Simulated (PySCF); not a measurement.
Si(Cl)2(NH2)2 (Cl₂H₄N₂Si), SMILES Cl[Si](N)(N)Cl. The structure is a stationary point at PBE-D3(BJ)/def2-SVP. The values are those of a single conformer.

Problem. Give the equilibrium geometry at PBE-D3(BJ)/def2-SVP (PySCF confirms it by a frequency run) as bond lengths and angles, and its point group. (The exact figures need the calculation; the answer reports its results.)

Solution. Several could match; the one computed here: point group C2.
Atoms: N1 Si2 N3 Cl4 Cl5 H6 H7 H8 H9. Bonded distances (Å): N1–Si2 1.716, N1–H6 1.023, N1–H7 1.022, Si2–N3 1.716, Si2–Cl4 2.088, Si2–Cl5 2.088, N3–H8 1.023, N3–H9 1.022. Angles (°): Si2–N1–H6 118.5, Si2–N1–H7 118.9, H6–N1–H7 111.8, N1–Si2–N3 108.4, N1–Si2–Cl4 104.6, N1–Si2–Cl5 117.1, N3–Si2–Cl4 117.1, N3–Si2–Cl5 104.6, Cl4–Si2–Cl5 105.7, Si2–N3–H8 118.5, Si2–N3–H9 118.9, H8–N3–H9 111.8.
Charge 0, spin multiplicity 1.
